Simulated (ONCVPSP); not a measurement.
**BLYP ONCV dataset for barium (Ba), fully relativistic all-electron reference.**

Input for ONCVPSP 4.0.1:

```
# ATOM AND REFERENCE CONFIGURATION
# atsym  z   nc   nv     iexc    psfile
  Ba 56.00    9    3  -106131      upf
#
#   n    l    f
    1    0    2.00
    2    0    2.00
    2    1    6.00
    3    0    2.00
    3    1    6.00
    3    2   10.00
    4    0    2.00
    4    1    6.00
    4    2   10.00
    5    0    2.00
    5    1    6.00
    6    0    2.00
#
# PSEUDOPOTENTIAL AND OPTIMIZATION
# lmax
    2
#
#   l,   rc,      ep,       ncon, nbas, qcut
    0    2.60    0.00    5   10    4.20
    1    2.10    0.00    3    7    4.10
    2    2.55    0.10    4    7    3.20
#
# LOCAL POTENTIAL
# lloc, lpopt,  rc(5),   dvloc0
    4    5    1.60    4.00
#
# VANDERBILT-KLEINMAN-BYLANDER PROJECTORs
# l, nproj, debl
    0    2    3.80
    1    2    3.60
    2    2    2.80
#
# MODEL CORE CHARGE
# icmod, fcfact, rcfact
    1    0.15    0.00
#
# LOG DERIVATIVE ANALYSIS
# epsh1, epsh2, depsh
   -3.00    5.00    0.02
#
# OUTPUT GRID
# rlmax, drl
    6.00    0.01
#
# TEST CONFIGURATIONS
# ncnf
    4
# nvcnf
#   n    l    f
    3
    5    0    2.00
    5    1    6.00
    6    0    1.00
#
    3
    5    0    2.00
    5    1    6.00
    6    0    0.00
#
    3
    5    0    2.00
    5    1    6.00
    6    0    1.50
#
    4
    5    0    2.00
    5    1    6.00
    6    0    0.00
    6    1    1.00
#
```

Command:

```bash
oncvpspr.x < Ba.dat > Ba.out
```

Output (shortened: citation, most of the input echo, consistency checks and plot data are left out):

```
ONCVPSP  (Optimized Norm-Conservinng Vanderbilt PSeudopotential)
relativistic version 4.0.1

#   n    l    f        energy (Ha)
    1    0    2.00    -1.3683508D+03
    2    0    2.00    -2.1618940D+02
    2    1    6.00    -1.8961709D+02    -2.0365204D+02
    3    0    2.00    -4.5617408D+01
    3    1    6.00    -3.7643885D+01    -4.0355986D+01
    3    2   10.00    -2.7832483D+01    -2.8410704D+01
    4    0    2.00    -8.9364611D+00
    4    1    6.00    -6.4581932D+00    -7.0246036D+00
    4    2   10.00    -3.2403717D+00    -3.3365638D+00
    5    0    2.00    -1.2265129D+00
    5    1    6.00    -6.5446682D-01    -7.3101552D-01
    6    0    2.00    -1.1282304D-01

Reference configufation results
  iterations    23
  all-electron total energy (Ha)   -8.14004632D+03

Begin loop to  construct optimized pseudo wave functions
and semi-local pseudopoentials for all angular momenta

Calculating optimized projector #   1

 for l=   0

    Fraction of norm inside rc  0.946553
    Optimizing pswf for qcut=   4.20 a_B^-1,  ecut=   8.83 Ha
    Residual kinetic energy error=  8.57D-05 Ha

    Energy error per electron        Cutoff
         Ha          eV             Ha
         0.01000     0.27211        4.96
         0.00100     0.02721        6.95
         0.00010     0.00272        9.43
         0.00001     0.00027       38.95

Calculating optimized projector #   2

 for l=   0

    Fraction of norm inside rc  0.063241
    Optimizing pswf for qcut=   4.20 a_B^-1,  ecut=   8.83 Ha
    Residual kinetic energy error=  4.28D-05 Ha

    Energy error per electron        Cutoff
         Ha          eV             Ha
         0.01000     0.27211        1.95
         0.00100     0.02721        6.28
         0.00010     0.00272        8.34
         0.00001     0.00027       14.67

   Wellstate for l =  1  n =  7 kap= -2
     eigenvalue =   2.9455
     asymptotic potential =   3.4455
     half-point radius =  3.2891

Calculating optimized projector #   1

 for l=   1

    Fraction of norm inside rc  0.636374
    Optimizing pswf for qcut=   4.10 a_B^-1,  ecut=   8.40 Ha
    Residual kinetic energy error=  5.63D-04 Ha

    Energy error per electron        Cutoff
         Ha          eV             Ha
         0.01000     0.27211        3.09
         0.00100     0.02721        7.39
         0.00010     0.00272       33.04
         0.00001     0.00027       61.14

Calculating optimized projector #   2

 for l=   1

    Fraction of norm inside rc  0.155758
    Optimizing pswf for qcut=   4.10 a_B^-1,  ecut=   8.40 Ha
    Residual kinetic energy error=  2.01D-02 Ha

    Energy error per electron        Cutoff
         Ha          eV             Ha
         0.01000     0.27211        9.45
         0.00100     0.02721       31.69
         0.00010     0.00272       52.47
         0.00001     0.00027       89.90

   Wellstate for l =  1  n =  7 kap=  1
     eigenvalue =   2.8690

Calculating optimized projector #   1

 for l=   1

    Fraction of norm inside rc  0.686722
    Optimizing pswf for qcut=   4.10 a_B^-1,  ecut=   8.40 Ha
    Residual kinetic energy error=  4.73D-04 Ha

    Energy error per electron        Cutoff
         Ha          eV             Ha
         0.01000     0.27211        3.40
         0.00100     0.02721        6.67
         0.00010     0.00272       32.64
         0.00001     0.00027       59.27

Calculating optimized projector #   2

 for l=   1

    Fraction of norm inside rc  0.170923
    Optimizing pswf for qcut=   4.10 a_B^-1,  ecut=   8.40 Ha
    Residual kinetic energy error=  1.80D-02 Ha

    Energy error per electron        Cutoff
         Ha          eV             Ha
         0.01000     0.27211        9.32
         0.00100     0.02721       31.85
         0.00010     0.00272       53.19
         0.00001     0.00027       96.78

WARNING wellstate: moderately localized bound state found for n= 5 l=  2
WARNING scattering state with energy  0.05000000
WARNING will be used for the first projector

   Wellstate for l =  2  n =  6 kap= -3
     eigenvalue =   0.0500
     asymptotic potential =   0.5500
     half-point radius = 24.2245

   Wellstate for l =  2  n =  8 kap= -3
     eigenvalue =   2.8500
     asymptotic potential =   3.3500
     half-point radius =  4.9099

Calculating optimized projector #   1

 for l=   2

    Fraction of norm inside rc  0.060200
    Optimizing pswf for qcut=   3.20 a_B^-1,  ecut=   5.13 Ha
    Residual kinetic energy error=  1.33D-04 Ha

    Energy error per electron        Cutoff
         Ha          eV             Ha
         0.01000     0.27211        2.27
         0.00100     0.02721        3.87
         0.00010     0.00272        5.33
         0.00001     0.00027       10.34

Calculating optimized projector #   2

 for l=   2

    Fraction of norm inside rc  0.146269
    Optimizing pswf for qcut=   3.20 a_B^-1,  ecut=   5.13 Ha
    Residual kinetic energy error=  5.30D-02 Ha

    Energy error per electron        Cutoff
         Ha          eV             Ha
         0.01000     0.27211        5.76
         0.00100     0.02721        7.26
         0.00010     0.00272       13.67
         0.00001     0.00027       22.90

   Wellstate for l =  2  n =  5 kap=  2
     eigenvalue =   0.1000

   Wellstate for l =  2  n =  8 kap=  2
     eigenvalue =   2.7304

Calculating optimized projector #   1

 for l=   2

    Fraction of norm inside rc  0.319579
    Optimizing pswf for qcut=   3.20 a_B^-1,  ecut=   5.13 Ha
    Residual kinetic energy error=  6.85D-04 Ha

    Energy error per electron        Cutoff
         Ha          eV             Ha
         0.01000     0.27211        3.41
         0.00100     0.02721        4.90
         0.00010     0.00272        8.57
         0.00001     0.00027       20.94

Calculating optimized projector #   2

 for l=   2

    Fraction of norm inside rc  0.148451
    Optimizing pswf for qcut=   3.20 a_B^-1,  ecut=   5.13 Ha
    Residual kinetic energy error=  5.92D-02 Ha

    Energy error per electron        Cutoff
         Ha          eV             Ha
         0.01000     0.27211        5.85
         0.00100     0.02721        7.36
         0.00010     0.00272       13.96
         0.00001     0.00027       22.82

Construct Vanderbilt / Kleinmman-Bylander projectors

B matrix Hermiticity error, ll=  0  kap= -1
   1   2    6.3664D-05

  Orthonormal projector coefficients  3.6996E+00  7.2891E-01

B matrix Hermiticity error, ll=  1  kap= -2
   1   2   -3.3840D-04

  Orthonormal projector coefficients  3.5472E+00  9.7090E-01

B matrix Hermiticity error, ll=  1  kap=  1
   1   2   -3.6114D-04

  Orthonormal projector coefficients  3.2827E+00  8.9085E-01

B matrix Hermiticity error, ll=  2  kap= -3
   1   2   -4.6071D-05

  Orthonormal projector coefficients  1.6135E+00  4.1373E-01

B matrix Hermiticity error, ll=  2  kap=  2
   1   2    1.0212D-04

  Orthonormal projector coefficients  1.5637E+00  3.9735E-01

 Orthonormal scalar projector coefficients, l =  1
  3.4550E+00  9.4668E-01  9.7185E-04  5.6683E-04

 Orthonormal spin-orbit projector coefficients, l =  1
  2.6994E-01 -7.2561E-02  4.1243E-02 -8.9219E-03

 Orthonormal scalar projector coefficients, l =  2
  1.5933E+00  4.0710E-01  3.5822E-04  3.4662E-05

 Orthonormal spin-orbit projector coefficients, l =  2
  2.9203E-02 -1.3272E-02  1.1342E-02 -8.1421E-04

Model core correction analysis
  based on d2Exc/dn_idn_j

d2excae - all-electron derivatives

   -1.933959D-02   -1.628081D-02   -1.081778D-03
   -1.627168D-02   -1.538563D-02   -8.891948D-04
   -1.063800D-03   -8.598929D-04   -1.298177D-04

d2excps - pseudofunction derivatives with no core correction

   -3.311853D-02   -2.461161D-02   -2.362413D-03
   -2.456933D-02   -2.250853D-02   -1.574272D-03
   -2.277654D-03   -1.435601D-03   -2.793809D-04

rms 2nd derivative error    6.521629E-03

Polynomial model core charge

d2excps - pseudofunction derivatives with core correction

   -2.221099D-02   -1.969490D-02   -1.294440D-03
   -1.965089D-02   -1.953299D-02   -1.168004D-03
   -1.208069D-03   -1.027279D-03   -1.631918D-04

rms 2nd derivative error    2.326025E-03

Pseudoatom total energy  -25.846974

Diagnostic tests using Vanderbilt-Kleinman-Bylander pseudopotentials
  relativistic with J = L +/- 1/2 projectors

   l  kap   rcore       rmatch      e in        delta e    norm test   slope test

   0  -1   2.6117609   2.6910596  -1.2265129   0.0000003   1.0000872   1.0000832
   0  -1   2.6117609   2.6910596  -0.1128230   0.0000008   1.0000185   1.0000155

   1  -2   2.1057466   2.1696816  -0.6544668   0.0000531   1.0000750   1.0002286
   1   1   2.1057466   2.1696816  -0.7310155   0.0000546   1.0000810   1.0001854
   1  -2   2.1057466   2.1696816   2.9455332   0.0003834   1.0001952   1.0001952
   1   1   2.1057466   2.1696816   2.8989970   0.0003994   1.0001944   1.0001944

   2  -3   2.5500077   2.6274314   0.0500000   0.0000010   1.0000480   1.0000480
   2   2   2.5500077   2.6274314  -0.0695591   0.0000017   1.0000424   1.0000424
   2  -3   2.5500077   2.6274314   2.8500000   0.0000489   1.0001503   1.0001503
   2   2   2.5500077   2.6274314   2.8433038   0.0000493   1.0001453   1.0001453

Diagnostic tests using Vanderbilt-Kleinman-Bylander pseudopotentials
  relativistic with scalar and spin-orbit non-local projectors

   l  kap   rcore       rmatch      e in        delta e    norm test   slope test

   0  -1   2.6117609   2.6910596  -1.2265129   0.0000003   1.0000872   1.0000832
   0  -1   2.6117609   2.6910596  -0.1128230   0.0000008   1.0000185   1.0000155

   1  -2   2.1057466   2.1696816  -0.6544668  -0.0001549   1.0000581   0.9997185
   1   1   2.1057466   2.1696816  -0.7310155  -0.0001606   1.0000689   0.9997767
   1  -2   2.1057466   2.1696816   2.9455332   0.0003514   1.0002157   1.0002157
   1   1   2.1057466   2.1696816   2.8989970   0.0003531   1.0002158   1.0002158

   2  -3   2.5500077   2.6274314   0.0500000  -0.0000483   1.0000566   1.0000566
   2   2   2.5500077   2.6274314  -0.0695591  -0.0000457   1.0000514   1.0000514
   2  -3   2.5500077   2.6274314   2.8500000   0.0000458   1.0001493   1.0001493
   2   2   2.5500077   2.6274314   2.8433038   0.0000463   1.0001450   1.0001450

Ghost test for J = L + 1/2

 Testing for bound ghosts
   n   l    E NL Schr. Eq   E Basis Diag.   E Cutoff

   1   0       -1.226513       -1.226512     65.90
   2   0       -0.112822       -0.093189     65.90

   2   1       -0.654414       -0.654264     50.16

   3   2       -0.065826       -0.057348     39.51

 Testing for highly-localized positive-energy ghosts
       l    <radius>/rc     E Basis Diag.   E Cutoff

       0        0.824684        3.389227     65.90  WARNING - GHOST(+)

Ghost test for J = L - 1/2

 Testing for bound ghosts
   n   l    E NL Schr. Eq   E Basis Diag.   E Cutoff

   1   0       -1.226513       -1.226512     65.90
   2   0       -0.112822       -0.093189     65.90

   2   1       -0.730961       -0.730899     50.16

   3   2       -0.070247       -0.062562     39.51

 Testing for highly-localized positive-energy ghosts
       l    <radius>/rc     E Basis Diag.   E Cutoff

       0        0.824684        3.389227     65.90  WARNING - GHOST(+)

Test configuration 0

   n   l kap    f        eae           eps        diff
   1   0  -1  2.0000-1368.35084200
   2   0  -1  2.0000 -216.18940409
   2   1  -2  4.0000 -189.61709021
   2   1   1  2.0000 -203.65203927
   3   0  -1  2.0000  -45.61740780
   3   1  -2  4.0000  -37.64388504
   3   1   1  2.0000  -40.35598620
   3   2  -3  6.0000  -27.83248333
   3   2   2  4.0000  -28.41070447
   4   0  -1  2.0000   -8.93646110
   4   1  -2  4.0000   -6.45819322
   4   1   1  2.0000   -7.02460360
   4   2  -3  6.0000   -3.24037175
   4   2   2  4.0000   -3.33656375
   5   0  -1  2.0000   -1.22651293   -1.22651263    3.03E-07
   5   1  -2  4.0000   -0.65446682   -0.65441369    5.31E-05
   5   1   1  2.0000   -0.73101552   -0.73096087    5.46E-05
   6   0  -1  2.0000   -0.11282304   -0.11282226    7.80E-07

    Total energies and differences
      AE_ref= -8.14004632E+03  AE_tst= -8.14004632E+03  dif=  0.00E+00
      PS_ref= -2.58469742E+01  PS_tst= -2.58469742E+01  dif=  2.13E-14
      PSP excitation error= -2.13E-14

Test configuration 1

   n   l kap    f        eae           eps        diff
   1   0  -1  2.0000-1368.56381945
   2   0  -1  2.0000 -216.40210590
   2   1  -2  4.0000 -189.82979026
   2   1   1  2.0000 -203.86474766
   3   0  -1  2.0000  -45.82996845
   3   1  -2  4.0000  -37.85644014
   3   1   1  2.0000  -40.56855460
   3   2  -3  6.0000  -28.04505762
   3   2   2  4.0000  -28.62328217
   4   0  -1  2.0000   -9.14854175
   4   1  -2  4.0000   -6.67018409
   4   1   1  2.0000   -7.23663979
   4   2  -3  6.0000   -3.45218662
   4   2   2  4.0000   -3.54839826
   5   0  -1  2.0000   -1.43599511   -1.43629289   -2.98E-04
   5   1  -2  4.0000   -0.86193881   -0.86190563    3.32E-05
   5   1   1  2.0000   -0.93911152   -0.93912047   -8.95E-06
   6   0  -1  1.0000   -0.27864501   -0.27866986   -2.49E-05

    Total energies and differences
      AE_ref= -8.14004632E+03  AE_tst= -8.13985258E+03  dif=  1.94E-01
      PS_ref= -2.58469742E+01  PS_tst= -2.56532279E+01  dif=  1.94E-01
      PSP excitation error= -8.34E-06

Test configuration 2

   n   l kap    f        eae           eps        diff
   1   0  -1  2.0000-1368.81619796
   2   0  -1  2.0000 -216.65393732
   2   1  -2  4.0000 -190.08162039
   2   1   1  2.0000 -204.11659488
   3   0  -1  2.0000  -46.08151038
   3   1  -2  4.0000  -38.10797137
   3   1   1  2.0000  -40.82011245
   3   2  -3  6.0000  -28.29662748
   3   2   2  4.0000  -28.87485892
   4   0  -1  2.0000   -9.39913209
   4   1  -2  4.0000   -6.92059899
   4   1   1  2.0000   -7.48714339
   4   2  -3  6.0000   -3.70226133
   4   2   2  4.0000   -3.79851107
   5   0  -1  2.0000   -1.68136570   -1.68229380   -9.28E-04
   5   1  -2  4.0000   -1.10338846   -1.10344801   -5.96E-05
   5   1   1  2.0000   -1.18174376   -1.18193093   -1.87E-04
   6   0  -1  0.0000   -0.46165759   -0.46165759    0.00E+00

    Total energies and differences
      AE_ref= -8.14004632E+03  AE_tst= -8.13948283E+03  dif=  5.63E-01
      PS_ref= -2.58469742E+01  PS_tst= -2.52834102E+01  dif=  5.64E-01
      PSP excitation error= -7.62E-05

Test configuration 3

   n   l kap    f        eae           eps        diff
   1   0  -1  2.0000-1368.45186238
   2   0  -1  2.0000 -216.29031804
   2   1  -2  4.0000 -189.71800322
   2   1   1  2.0000 -203.75295543
   3   0  -1  2.0000  -45.71826817
   3   1  -2  4.0000  -37.74474322
   3   1   1  2.0000  -40.45684950
   3   2  -3  6.0000  -27.93334890
   3   2   2  4.0000  -28.51157135
   4   0  -1  2.0000   -9.03713566
   4   1  -2  4.0000   -6.55883278
   4   1   1  2.0000   -7.12526081
   4   2  -3  6.0000   -3.34094244
   4   2   2  4.0000   -3.43714211
   5   0  -1  2.0000   -1.32617904   -1.32629265   -1.14E-04
   5   1  -2  4.0000   -0.75333832   -0.75328966    4.87E-05
   5   1   1  2.0000   -0.83013628   -0.83010323    3.30E-05
   6   0  -1  1.5000   -0.19274422   -0.19275023   -6.01E-06

    Total energies and differences
      AE_ref= -8.14004632E+03  AE_tst= -8.13997021E+03  dif=  7.61E-02
      PS_ref= -2.58469742E+01  PS_tst= -2.57708610E+01  dif=  7.61E-02
      PSP excitation error= -9.02E-07

Test configuration 4

   n   l kap    f        eae           eps        diff
   1   0  -1  2.0000-1368.60415614
   2   0  -1  2.0000 -216.44244389
   2   1  -2  4.0000 -189.87007210
   2   1   1  2.0000 -203.90501649
   3   0  -1  2.0000  -45.87041545
   3   1  -2  4.0000  -37.89687754
   3   1   1  2.0000  -40.60899428
   3   2  -3  6.0000  -28.08550386
   3   2   2  4.0000  -28.66372788
   4   0  -1  2.0000   -9.18881102
   4   1  -2  4.0000   -6.71039128
   4   1   1  2.0000   -7.27687508
   4   2  -3  6.0000   -3.49227854
   4   2   2  4.0000   -3.58850195
   5   0  -1  2.0000   -1.47481936   -1.47536352   -5.44E-04
   5   1  -2  4.0000   -0.89933972   -0.89921275    1.27E-04
   5   1   1  2.0000   -0.97694486   -0.97691609    2.88E-05
   6   0  -1  0.0000   -0.30035143   -0.46165759   -1.61E-01
   6   1  -2  0.6667   -0.19756676   -0.19764277   -7.60E-05
   6   1   1  0.3333   -0.20657318   -0.20667589   -1.03E-04

    Total energies and differences
      AE_ref= -8.14004632E+03  AE_tst= -8.13975436E+03  dif=  2.92E-01
      PS_ref= -2.58469742E+01  PS_tst= -2.55550932E+01  dif=  2.92E-01
      PSP excitation error=  7.34E-05
```

The run took about 9.7 s on one core of a shared server CPU.
